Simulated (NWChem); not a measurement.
# digermane (Ge2H6); SMILES [GeH3][GeH3]

```xyz
8

Ge     0.0000     0.0000    -1.2246
Ge     0.0000     0.0000     1.2246
H     -1.0227     1.0242    -1.7711
H     -0.3757    -1.3978    -1.7711
H      1.3984     0.3736    -1.7711
H      0.3736     1.3984     1.7711
H      1.0242    -1.0227     1.7711
H     -1.3978    -0.3757     1.7711
```
Atoms are numbered in this order, from 1.

Level: B3LYP/6-31G* (spherical d) (NWChem), optimised geometry, unscaled harmonic frequencies. 

```tsv
frequency (cm⁻¹)	IR intensity (km/mol)
96	0.0
259	0.0
356	14.6
356	14.6
555	0.0
555	0.0
752	456.2
838	0.0
877	0.0
877	0.0
882	60.5
882	60.5
2099	170.2
2105	0.0
2114	0.0
2114	0.0
2124	283.6
2124	283.6
```

| Quantity | Value |
|---|---|
| zero-point energy | 28.5 kcal/mol |
| thermal correction to the enthalpy at 298.15 K (with zero-point energy) | 32.6 kcal/mol |
| heat capacity Cv | 18.5 cal/(mol K) |
| entropy at 298.15 K and 1 atm (symmetry number 6) | 72.1 cal/(mol K) |
| dipole moment | 0.00 D |

Rigid rotor and harmonic oscillator; modes under 100 cm⁻¹ make the entropy uncertain.
